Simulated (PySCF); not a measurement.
C₃H₄Cl₂Ge.

```xyz
10

Cl     3.1348     0.1660    -0.3001
C      1.3929     0.2067    -0.2186
C      0.6370     1.0574     0.5265
Ge    -0.9752     0.2696    -0.2278
Cl    -2.2308    -0.8782     1.1425
C      0.5478    -0.7560    -1.0277
H      0.9722     1.8417     1.2172
H     -1.9300     1.1039    -1.1161
H      0.6241    -1.8098    -0.6925
H      0.7057    -0.7036    -2.1237
```

Geometry optimised at PBE-D3(BJ)/def2-SVP. The structure was generated by enumeration; whether it is a known compound was not checked.

Calculation: PBE0/pcSseg-1 (PySCF). Non-relativistic, no solvent.

Computed absolute GIAO shielding of each atom: isotropic value and principal components (ppm):
```csv
atom,σ(iso),σ11,σ22,σ33,span
Cl1,608.0,352.7,544.8,926.5,573.8
C2,20.3,-89.8,50.0,100.7,190.4
C3,36.1,-50.5,42.6,116.2,166.7
Ge4,1341.0,1213.8,1287.9,1521.3,307.5
Cl5,931.1,874.6,892.8,1025.9,151.2
C6,140.3,111.5,139.2,170.1,58.6
H7,24.8,22.9,24.5,26.8,3.9
H8,24.9,17.6,21.0,36.2,18.6
H9,28.3,24.7,27.5,32.7,8.0
H10,28.4,24.6,27.0,33.6,9.0
```
